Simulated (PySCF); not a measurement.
**Broadened absorption spectrum of C7H14GeO**

Species: C7H14GeO.
SMILES with atom numbers: `[CH2:1]=[CH:2][CH2:3]/[C:4]([CH3:5])=[C:6](\[CH3:7])[O:8][GeH3:9]` (hydrogens: H10, H11 on C1; H12 on C2; H13, H14 on C3; H15, H16, H17 on C5; H18, H19, H20 on C7; H21, H22, H23 on Ge9)

Method used: TDDFT B3LYP/def2-SVPD, vertical, gas phase, core orbitals frozen in the response in PySCF. Isolated species at its PBE0-D3(BJ)/def2-SVP geometry (one conformer only). The B3LYP/def2-SVPD calculation is non-relativistic and has no spin–orbit coupling, an omission that weighs most on germanium. Torsions of this conformer, `[CH2:1]=[CH:2][CH2:3]/[C:4]([CH3:5])=[C:6](\[CH3:7])[O:8][GeH3:9]`: C1–C2–C3–C4 125°, C2–C3–C4–C5 95°, C4–C6–O8–Ge9 -132°.

Computed states:

```
state  E (eV)       f
   S1    4.72   0.048
   S2    5.02   0.038
   S3    5.15   0.022
   S4    5.79   0.094
   S5    5.89  0.0042
   S6    6.06   0.090
   S7    6.24  0.0067
   S8    6.37   0.051
   S9    6.38   0.011
  S10    6.52   0.054
```

Broadening: Gaussians 0.5 eV wide at half height, area fixed by f = 4.319×10⁻⁹ ∫ε dν̃. The width is an assumption, not a result. The curve ends short of the highest state used, and states not computed would add to its high-energy end.

(1) What does the envelope look like, and where are its maxima?

(2) Does any computed singlet lie in the visible range?

(3) Coming from long wavelengths, where does ε first pass 100 L mol⁻¹ cm⁻¹?

(4) On this curve, what absorbance would a 10⁻⁴ mol/L sample give at 266 nm over a 1 cm path?

Answers

(1) 
E (eV), ε (L mol⁻¹ cm⁻¹) and a bar:
```
     3.97          5 
     4.00          9 
     4.04         16 
     4.07         25 
     4.11         44 
     4.14         66 
     4.18        108 
     4.22        171 #
     4.25        236 #
     4.29        352 #
     4.32        465 ##
     4.36        653 ##
     4.39        825 ###
     4.43       1094 ####
     4.46       1323 ####
     4.50       1658 ######
     4.54       2016 #######
     4.57       2290 ########
     4.61       2650 #########
     4.64       2906 ##########
     4.68       3219 ###########
     4.71       3427 ############
     4.75       3662 ############
     4.78       3806 #############
     4.82       3953 #############
     4.86       4053 ##############
     4.89       4096 ##############
     4.93       4111 ##############
     4.96       4090 ##############
     5.00       4016 ##############
     5.03       3925 #############
     5.07       3754 #############
     5.10       3591 ############
     5.14       3334 ###########
     5.18       3045 ##########
     5.21       2820 ##########
     5.25       2532 #########
     5.28       2339 ########
     5.32       2141 #######
     5.35       2052 #######
     5.39       2036 #######
     5.42       2111 #######
     5.46       2337 ########
     5.50       2710 #########
     5.53       3081 ##########
     5.57       3680 #############
     5.60       4193 ##############
     5.64       4930 #################
     5.67       5501 ###################
     5.71       6252 #####################
     5.74       6785 #######################
     5.78       7428 #########################
     5.82       7970 ###########################
     5.85       8300 ############################
     5.89       8635 #############################
     5.92       8808 ##############################
```

Maxima: 252 nm (4.92 eV), ε about 4100, made up of S1 (39%), S2 (44%) and S3 (16%) (ε in L mol⁻¹ cm⁻¹; maxima over ε = 5, shares over 10%). At its high-energy end, 5.92 eV, the curve is still rising (ε about 8800, from S4 and S6).

(2) No computed singlet lies in the visible range (380 to 750 nm); the lowest, at 263 nm, stands 1.45 eV above its violet end (3.26 eV).

(3) At about 297 nm (4.17 eV), 0.54 eV below S1.

(4) 266 nm is 4.661 eV, where ε is about 3100 L mol⁻¹ cm⁻¹, so A = ε c l ≈ 0.31 (Beer–Lambert, with the gas-phase spectrum and the assumed width).

All these states lie below the vertical ionisation energy of 7.69 eV (ΔSCF).
